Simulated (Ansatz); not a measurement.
System: C3H5O, net charge -1, singlet state. It need not be the lowest isomer of its formula. Whether it binds its extra electron was not tested at this geometry. 
Structure (B3LYP-D3(BJ)/def2-TZVP (Ansatz, a quantum-chemistry and plane-wave program) minimum search):
```
C
C 1 1.3396
H 2 1.0931 1 122.23
H 2 1.1090 3 113.01 1 -179.95
C 1 1.4956 2 117.90 3 179.30
H 5 1.1027 1 110.45 2 -76.98
H 5 1.1055 6 107.35 1 -124.83
O 5 1.4542 6 107.72 7 -114.50
H 8 0.9738 5 98.94 6 -114.65
```
Charge -1, spin multiplicity 1.

Basis-set convergence of Hartree-Fock and MP2 correlation energies (hartree) with Ansatz. Correlated levels leave the core frozen unless marked. Spin-orbit coupling is left out. Non-relativistic. This anion needs diffuse functions, which these sets lack.

```
basis    functions       E(HF)  E(corr, MP2)
-------  ---------  ----------  ------------
cc-pVDZ          -  -191.26951      -0.60350
cc-pVTZ        190  -191.33414      -0.75434
cc-pVQZ        370         [?]           [?]
```

Question: Complete the blanks.

Answer: 
- cc-pVQZ, E(HF): -191.35168
- cc-pVQZ, E(corr, MP2): -0.80784
